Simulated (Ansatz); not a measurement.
Ideal-gas functions of `PO[AsH2]` at 400 K and 1 bar, from an Ansatz frequency run at PBE0-D4/def2-TZVP.

Molar mass 125.93 g/mol, point group Cs (symmetry number 1), electronic degeneracy 1, moments of inertia 16.765, 225.011, 232.75 u Å². Harmonic wavenumbers (cm⁻¹, unscaled): 26, 88, 189, 555, 749, 797, 914, 926, 1002, 1011, 1132, 2180, 2192, 2358, 2364.

Use S(trans) = R[1.5 ln M + 2.5 ln T − 1.1517]; rotational temperatures θ = 24.2544 K / I; S(rot) = R[ln(√π/σ · √(T³/θAθBθC)) + 1.5]; for each mode x = 1.438777 ν̃/T, S = R[x/(eˣ − 1) − ln(1 − e⁻ˣ)] and H = RT x/(eˣ − 1); 1 cm⁻¹ = 0.0119627 kJ/mol; R = 8.31446 J/(mol·K).

Task: By hand: the entropy, in J/(mol·K).

Result: Translation 175.3. Rotation: θ = 1.4467, 0.1078, 0.1042 K, giving 109.1. Vibration, mode by mode: 28.02, 17.91, 11.68, 3.82, 2.21, 1.92, 1.38, 1.33, 1.07, 1.04, 0.73, 0.03, 0.03, 0.02, 0.02, in all 71.2. Electronic 0.0. Sum 355.6 J/(mol·K).

Task: By hand: H − E and G − E in kJ/mol, counted from the electronic energy.

Result: Zero-point energy ½ × 16483 × 0.0119627 = 98.6; thermal vibration 12.4; translation, rotation and pV give 4 RT = 13.3. H − E = 124.3 kJ/mol, and G − E = 124.3 − 400 × 355.6/1000 = -17.9 kJ/mol.

Vibration gives 20 % of the entropy, 45.9 J/(mol·K) of it from the modes under 150 cm⁻¹: soft modes count most, and the harmonic formula is weakest for them. The sum counts one conformer and one mirror image; others add a mixing term.
